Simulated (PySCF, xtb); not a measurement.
C2H6ClNSi2, SMILES N#CC[Si@H]([SiH3])Cl. One conformer was computed; it need not be the lowest.

Harmonic wavenumbers (cm⁻¹) from GFN2-xTB (xtb) at its own minimum, in rising order: 25, 39, 80, 115, 148, 174, 374, 384, 444, 456, 471, 517, 602, 641, 697, 751, 786, 788, 797, 1015, 1072, 1171, 1410, 2196, 2233, 2252, 2285, 2399, 2959, 2969.

What does PBE-D3(BJ)/def2-SVP in PySCF give at its own minimum? (The exact figures need the calculation; the answer reports its results.)

43, 78, 93, 114, 155, 190, 369, 388, 451, 471, 491, 551, 650, 684, 745, 801, 842, 896, 897, 953, 1099, 1116, 1353, 2160, 2173, 2181, 2184, 2283, 2992, 3053. Paired by order, the mean absolute difference is 44 cm⁻¹ and the zero-point energies are 43.2 and 43.5 kcal/mol.
